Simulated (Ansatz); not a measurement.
C2H4O3Zr (`C#[C][Zr]([OH])([OH])[OH]`). The species carries charge 0 and has multiplicity 1. Correlated methods include outer-core shells of Zr, which these sets cover unevenly. Zr takes the def2 core potential.

```xyz
10

C     0.356   -2.013    2.049
C     0.207   -1.168    1.189
Zr   -0.066    0.371   -0.378
O     1.081   -0.080   -1.846
O    -1.907    0.347   -0.907
O     0.414    2.066    0.377
H     0.487   -2.755    2.805
H     1.737   -0.048   -2.536
H    -2.710    0.304   -1.417
H     0.402    2.974    0.664
```

(1) Give the diagnostics of a CCSD(T)/def2-TZVPP run (frozen core, Ansatz 0.2.0). (Estimate.)

Results:

(1) Ansatz gave: T1 = 0.0169, largest single amplitude 0.031, largest double 0.041, (T) share of the correlation energy 4.3 %, 10 CCSD cycles. The RHF solution is stable towards an unrestricted one. T1 lies under the customary mark of 0.02 for closed shells.
